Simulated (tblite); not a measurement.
Task: What does the GFN2-xTB structure of `O=C(O)C1=C[C@@H]1C[SiH2]F` look like in three dimensions?

Result: 
Z-matrix in Å and degrees, rows numbered from 1:
```
O 
C   1  1.2065
O   2  1.3441  1  122.78
C   2  1.4448  1  125.09  3  -179.66
C   4  1.3114  2  150.37  1   152.89
C   5  1.4968  4   64.44  2  -173.96
C   6  1.5134  4  120.80  5  -107.10
Si  7  1.9048  6  111.79  4   -86.06
F   8  1.6157  7  105.79  6   -67.32
H   3  0.9704  2  109.89  1     0.37
H   5  1.0630  4  148.76  6   172.56
H   6  1.0863  4  117.42  5   105.94
H   7  1.0933  6  109.03  4   152.41
H   7  1.0908  6  109.08  4    35.94
H   8  1.4482  7  113.35  6    48.00
H   8  1.4570  7  111.13  6  -179.61
```

Of the pairs four or more bonds apart, O1···H15 is among the closest relative to their van der Waals radii: 2.85 Å, 105 % of the sum of Bondi's values. The 5 C–C bonds span 1.311 Å (C4=C5, drawn double) to 1.513 Å (C6–C7, drawn single), a spread of 0.202 Å. O3 (acid hydroxyl oxygen) is bent (angle 109.9°). Si8 (fluorine-bound silicon) is distorted tetrahedral (angles from 104.0° to 115.7°).

The geometry is computed with GFN2-xTB (gas phase).

Point group: C1 (no symmetry element, even within 0.4 Å). Its GFN2-xTB frequencies are all real (lowest 26 cm⁻¹). The numbers are those of one conformer (O1–C2–O3–H 0°, O1–C2–C4–C5 153°, C5–C6–C7–Si8 -147°, C6–C7–Si8–F9 -67°). 3 starts were optimised and ended at 0.00, 0.38 and 0.47 kcal/mol (GFN2-xTB); the lowest of these is shown.
